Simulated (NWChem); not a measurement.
Molecule: C2H2F3, doublet; SMILES C(F)[C](F)F

```xyz
7

F     -1.4588     0.0895     0.9811
C     -1.0314    -0.2038    -0.3178
C      0.4409    -0.0751    -0.4762
F      0.9596     1.1531    -0.3931
F      1.2033    -0.9613     0.1701
H     -1.3248    -1.2462    -0.5656
H     -1.5280     0.4941    -1.0251
```
Atoms are numbered in this order, from 1.

Computed with NWChem. Pople sets run with spherical d functions. Spin-unrestricted. Structure relaxed at the PBE-D3(BJ)/def2-SVP, spin-unrestricted level. No stability test was run on the SCF state. Level: PBE0/6-31G* with SMD (1 M gas to 1 M solution), gas-phase geometry. Reactions with the solvent are ignored.

For solvent n-hexane:

```yaml
solvation free energy (kcal/mol): -1.1
dipole in solution (D): 2.14
```

Question: Estimate the same quantities for solvent acetone.

Answer: The solvation free energy (kcal/mol) is -2.5 and the dipole in solution (D) is 2.40.
